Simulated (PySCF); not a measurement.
## SbBr and its ions

PBE; PySCF, scalar-relativistic core potentials, basis sets Sb def2-SVP with ECP28, Br def2-SVP. Neutral (UKS): triplet (π ↑↑), Re = 2.533 Å, ωe = 252 cm⁻¹, De = 2.95 eV, HOMO -5.19 eV, LUMO -3.76 eV.

SbBr⁺ (UKS): doublet (π ↑), Re = 2.431 Å, ωe = 296 cm⁻¹, De = 3.65 eV to Sb⁺ + Br. The energies at the minima are -2813.71752 hartree for SbBr and -2813.41373 for SbBr⁺.

(1) Work out the adiabatic ionisation energy, without and with harmonic zero-point energies (1 hartree = 27.2114 eV, 1 eV = 8065.5 cm⁻¹), and the change of the bond length.

Spin–orbit coupling is left out, which matters for elements this heavy, above all for dissociation energies. For an ion De counts to the pair picked by the measured ionisation energies or electron affinities, which need not be the lowest pair at this level. States were picked by a PBE0 search and need not be the measured ground states.

## Answers

(1) At PBE: 0.30379 hartree = 8.267 eV between the minima; the zero-point term (296.0 − 252.0)/2 cm⁻¹ = +0.003 eV makes it 8.269 eV. Re changes by -10.2 pm against the neutral. The electron leaves a π orbital, and the shorter bond of the ion fits an antibonding orbital, or a change in how ionic the bond is.
